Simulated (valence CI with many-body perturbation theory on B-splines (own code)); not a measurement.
Hf65+: calculated level list

Level of theory: configuration interaction combined with many-body perturbation theory (CI+MBPT): five valence electrons over a frozen Dirac-Fock core [He], radial functions for each j: 9 s, 9 p, 8 d, 6 f, 3 g, 1 h, with the one-electron correlation potential Σ1 (screened to all orders), the two-electron term Σ2, the three-electron term Σ3, Breit, model QED; selected single and double excitations, second order for the rest (own B-spline code, finite nucleus).

The last digits are not significant, and no measured levels were compared; by estimate large intervals hold to a few tenths of a per cent, small ones and those within an open d or f shell to about a per cent. Among the levels kept, up to 1100 cm⁻¹ of a level comes from second order outside the variational space, and about a tenth of that is noise between levels of different J, which matters for small intervals.

Levels 46 to 75 of 75, with energies above the lowest level, (2s^2 2p1/2^2 2p3/2) J=3/2. "Leading %" is the weight of the configuration and term that name the level; weights of strongly mixed levels are sums over their largest components and can fall short. In the jj column 3d3/2^4 stands for four electrons in 3d with j = 3/2.

| No. | Configuration | Term | J | E (eV) | Leading % | Leading jj | g | Second component |
| --- | --- | --- | --- | --- | --- | --- | --- | --- |
| 46 | 2s2 2p2 3d | 4D | 1/2 | 10141 | 79 | 2s^2 2p1/2 2p3/2 3d3/2 (100 %) | 0.244 | 15 % 2s2 2p2 3d 2P |
| 47 | 2s2 2p2 3d | 2G | 7/2 | 10153 | 54 | 2s^2 2p1/2 2p3/2 3d3/2 (99 %) | 1.002 | 25 % 2s2 2p2 3d 2F |
| 48 | 2s2 2p2 3d | 2D | 5/2 | 10168 | 36 | 2s^2 2p1/2 2p3/2 3d3/2 (98 %) | 1.123 | 32 % 2s2 2p2 3d 2F |
| 49 | 2s2 2p2 3d | 2D | 3/2 | 10174 | 46 | 2s^2 2p1/2 2p3/2 3d3/2 (98 %) | 1.099 | 17 % 2s2 2p2 3d 2P |
| 50 | 2s2 2p2 3d | 2P | 1/2 | 10183 | 38 | 2s^2 2p1/2 2p3/2 3d3/2 (99 %) | 1.611 | 32 % 2s2 2p2 3d 4P |
| 51 | 2s2 2p2 3d | 4D | 7/2 | 10224 | 46 | 2s^2 2p1/2 2p3/2 3d5/2 (99 %) | 1.296 | 38 % 2s2 2p2 3d 4F |
| 52 | 2s2 2p2 3d | 2P | 3/2 | 10243 | 40 | 2s^2 2p1/2 2p3/2 3d5/2 (98 %) | 1.317 | 26 % 2s2 2p2 3d 4P |
| 53 | 2s2 2p2 3d | 2G | 9/2 | 10244 | 65 | 2s^2 2p1/2 2p3/2 3d5/2 (100 %) | 1.166 | 35 % 2s2 2p2 3d 4F |
| 54 | 2s2 2p2 3d | 2F | 5/2 | 10245 | 44 | 2s^2 2p1/2 2p3/2 3d5/2 (99 %) | 1.135 | 20 % 2s2 2p2 3d 4P |
| 55 | 2s2 2p2 3d | 2D | 5/2 | 10261 | 59 | 2s^2 2p1/2 2p3/2 3d5/2 (98 %) | 1.244 | 26 % 2s2 2p2 3d 4P |
| 56 | 2s2 2p2 3d | 2F | 7/2 | 10269 | 70 | 2s^2 2p1/2 2p3/2 3d5/2 (98 %) | 1.122 | 12 % 2s2 2p2 3d 4F |
| 57 | 2s2 2p2 3d | 2D | 3/2 | 10276 | 57 | 2s^2 2p1/2 2p3/2 3d5/2 (99 %) | 0.961 | 29 % 2s2 2p2 3d 2P |
| 58 | 2s2 2p2 3d | 2P | 1/2 | 10281 | 57 | 2s^2 2p1/2 2p3/2 3d5/2 (99 %) | 1.213 | 37 % 2s2 2p2 3d 2S |
| 59 | 2s 2p3 3p | 4D | 7/2 | 10329 | 49 | 2s 2p1/2^2 2p3/2 3p3/2 (98 %) | 1.420 | 26 % 2s 2p3 3p 6P |
| 60 | 2s 2p3 3p | 2P | 3/2 | 10338 | 31 | 2s 2p1/2^2 2p3/2 3p3/2 (99 %) | 1.502 | 29 % 2s 2p3 3p 4P |
| 61 | 2s 2p3 3p | 4P | 5/2 | 10356 | 38 | 2s 2p1/2^2 2p3/2 3p3/2 (99 %) | 1.404 | 21 % 2s 2p3 3p 2D |
| 62 | 2s 2p3 3p | 2P | 1/2 | 10360 | 40 | 2s 2p1/2^2 2p3/2 3p3/2 (99 %) | 1.411 | 24 % 2s 2p3 3p 4P |
| 63 | 2s 2p3 3p | 2D | 5/2 | 10421 | 33 | 2s 2p1/2^2 2p3/2 3p3/2 (99 %) | 1.255 | 20 % 2s 2p3 3p 4P |
| 64 | 2s 2p3 3d | 4D° | 5/2 | 10426 | 30 | 2s 2p1/2^2 2p3/2 3d3/2 (99 %) | 1.238 | 18 % 2s 2p3 3d 6D° |
| 65 | 2s 2p3 3d | 4D° | 3/2 | 10431 | 29 | 2s 2p1/2^2 2p3/2 3d3/2 (99 %) | 1.340 | 23 % 2s 2p3 3d 6D° |
| 66 | 2s 2p3 3d | 2F° | 7/2 | 10435 | 24 | 2s 2p1/2^2 2p3/2 3d3/2 (97 %) | 1.220 | 23 % 2s 2p3 3d 4F° |
| 67 | 2s 2p3 3d | 4P° | 1/2 | 10436 | 46 | 2s 2p1/2^2 2p3/2 3d3/2 (99 %) | 2.236 | 26 % 2s 2p3 3d 6D° |
| 68 | 2s 2p3 3p | 2P | 3/2 | 10438 | 36 | 2s 2p1/2^2 2p3/2 3p3/2 (99 %) | 1.220 | 13 % 2s 2p3 3p 4D |
| 69 | 2s 2p3 3p | 4P | 1/2 | 10443 | 39 | 2s 2p1/2^2 2p3/2 3p3/2 (99 %) | 1.747 | 26 % 2s 2p3 3p 2P |
| 70 | 2s 2p3 3d | 2D° | 3/2 | 10509 | 34 | 2s 2p1/2^2 2p3/2 3d3/2 (86 %) | 0.924 | 17 % 2s 2p3 3d 4F° |
| 71 | 2s 2p3 3d | 4F° | 9/2 | 10514 | 51 | 2s 2p1/2^2 2p3/2 3d5/2 (100 %) | 1.325 | 27 % 2s 2p3 3d 6D° |
| 72 | 2s 2p3 3d | 2F° | 5/2 | 10517 | 37 | 2s 2p1/2^2 2p3/2 3d3/2 (99 %) | 0.921 | 21 % 2s 2p3 3d 4G° |
| 73 | 2s 2p3 3d | 4D° | 1/2 | 10525 | 48 | 2s 2p1/2^2 2p3/2 3d3/2 (97 %) | 0.599 | 29 % 2s 2p3 3d 2P° |
| 74 | 2s 2p3 3d | 4D° | 5/2 | 10539 | 31 | 2s 2p1/2^2 2p3/2 3d5/2 (99 %) | 1.322 | 18 % 2s 2p3 3d 2D° |
| 75 | 2s 2p3 3d | 4D° | 7/2 | 10545 | 41 | 2s 2p1/2^2 2p3/2 3d5/2 (97 %) | 1.281 | 22 % 2s 2p3 3d 2F° |
